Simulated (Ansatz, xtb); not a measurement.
Molecule: SnH2, charge 0, multiplicity 1. 
Structure (B3LYP-D3(BJ)/def2-TZVP (Ansatz, a quantum-chemistry and plane-wave program) minimum search):
```
Sn
H 1 1.7807
H 1 1.7807 2 90.56
```
Charge 0, spin multiplicity 1.

Harmonic wavenumbers from GFN2-xTB (xtb, at its own minimum), cm⁻¹: 760, 1357, 1464.

Problem. Give the harmonic wavenumbers at B3LYP-D3(BJ)/def2-TZVP (Ansatz, finite differences of forces, unscaled).

Solution. 789, 1702, 1704 cm⁻¹. Zero-point energy 6.0 kcal/mol.

Problem. From these and the geometry, give the ideal-gas thermochemistry at 298.15 K and 1 atm (rigid rotor, harmonic oscillator).

Solution. Point group C2v, rotational symmetry number 2. Rotational constants 162.4, 156.6, 79.72 GHz. S(trans) 40.28, S(rot) 14.35, S(vib) 0.23, S(elec, spin only) 0.00, S 54.9 cal/(mol K). H(298) - H(0) 2.42 kcal/mol; G - E(el) -7.9 kcal/mol.
